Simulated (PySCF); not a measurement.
Molfile (atoms numbered from 1):
```
C3H3F3O2
     RDKit          3D

 11 11  0  0  0  0  0  0  0  0999 V2000
    1.5705    0.4193   -1.4606 F   0  0  0  0  0  0  0  0  0  0  0  0
    1.2970   -0.2620   -0.3051 C   0  0  0  0  0  0  0  0  0  0  0  0
    0.2628   -1.1376   -0.5531 O   0  0  0  0  0  0  0  0  0  0  0  0
   -0.9201   -0.5636   -0.1077 C   0  0  1  0  0  0  0  0  0  0  0  0
   -1.4836   -1.3783    0.8270 F   0  0  0  0  0  0  0  0  0  0  0  0
   -0.4722    0.7614    0.5535 C   0  0  2  0  0  0  0  0  0  0  0  0
   -0.7937    1.8105   -0.2551 F   0  0  0  0  0  0  0  0  0  0  0  0
    0.8977    0.6158    0.6727 O   0  0  0  0  0  0  0  0  0  0  0  0
    2.2183   -0.7813   -0.0191 H   0  0  0  0  0  0  0  0  0  0  0  0
   -1.6516   -0.4285   -0.9133 H   0  0  0  0  0  0  0  0  0  0  0  0
   -0.9197    0.9469    1.5348 H   0  0  0  0  0  0  0  0  0  0  0  0
  1  2  1  0
  2  3  1  0
  3  4  1  0
  4  5  1  0
  4  6  1  0
  6  7  1  0
  6  8  1  0
  8  2  1  0
  2  9  1  0
  4 10  1  6
  6 11  1  1
M  END
```

Geometry: GFN2-xTB; GIAO shifts from PySCF 2.14, gas phase, non-relativistic, averaged over equivalent atoms.

At PBE0/pcSseg-1 (151 basis functions, about 60 core-seconds):
```tsv
atoms	δ (ppm)
F1	-80.5
F7	-150.8
F5	-155.5
C2	127.2
C4	116.9
C6	116.6
O8	164.5
O3	162.5
H9	6.87
H10	6.33
H11	6.22
```

δ = σ(ref) − σ, references computed at the same level: ¹⁹F (σ = 170.95 ppm) against CFCl3; TMS for ¹³C (σ = 186.93 ppm) and ¹H (σ = 31.72 ppm); ¹⁷O (σ = 336.08 ppm) vs H2O.

Q: What do these become at KT2/aug-pcSseg-1?

A: 
| atoms | δ at KT2/aug-pcSseg-1 | change |
| --- | --- | --- |
| F1 | -99.9 | -19.4 |
| F7 | -173.5 | -22.7 |
| F5 | -179.6 | -24.1 |
| C2 | 128.5 | +1.3 |
| C4 | 117.9 | +1.0 |
| C6 | 117.9 | +1.3 |
| O8 | 173.8 | +9.3 |
| O3 | 173.4 | +10.9 |
| H9 | 7.20 | +0.33 |
| H10 | 6.64 | +0.31 |
| H11 | 6.43 | +0.21 |

δ = σ(ref) − σ, references computed at the same level: CFCl3 for ¹⁹F (σref 127.26); ¹³C (σref 185.96), ¹H (σref 31.58) against TMS; ¹⁷O (σref 322.90) against H2O.

The largest change is at F5 (fluorine on an sp3 carbon). Cost: 235 basis functions, of the order of 2 core-minutes. The order of the carbon signals is the same at both levels.

Unscaled 19F shifts against computed CFCl3 carry errors that often reach 10 to 50 ppm. Experimental scales use liquid or dissolved standards, which lie at an offset from isolated H2O (liquid H2O: subtract about 36 ppm).
